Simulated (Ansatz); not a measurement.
Computed with Ansatz.

Basis-set series for ClF₃MoO (`[O]=[Mo]([F])([F])([F])[Cl]`). Charge 0, multiplicity 1. Mo: def2 effective core potential. Geometry: relaxed with PBE0-D4/def2-TZVP.

```json
{"functional": "PBE0-D4", "basis": "def2-SVP", "functions": "105", "energy (Eh)": "-902.39205", "HOMO (eV)": "-10.24", "LUMO (eV)": "-5.26"}
{"functional": "PBE0-D4", "basis": "def2-QZVPP", "functions": "379", "energy (Eh)": "-903.08173", "HOMO (eV)": "-10.18", "LUMO (eV)": "-5.09"}
{"functional": "ωB97M-V", "basis": "def2-SVP", "functions": "105", "energy (Eh)": "-902.69597", "HOMO (eV)": "-12.42", "LUMO (eV)": "-3.06"}
{"functional": "ωB97M-V", "basis": "def2-QZVPP", "functions": "379", "energy (Eh)": "-903.39177", "HOMO (eV)": "-12.41", "LUMO (eV)": "-2.91"}
```

Problem. Give the rows for def2-TZVPP. (Estimate.)

Solution. The calculation gave: 
| functional | basis | functions | energy (Eh) | HOMO (eV) | LUMO (eV) |
| --- | --- | --- | --- | --- | --- |
| PBE0-D4 | def2-TZVPP | 222 | -903.04336 | -10.19 | -5.11 |
| ωB97M-V | def2-TZVPP | 222 | -903.35494 | -12.41 | -2.93 |
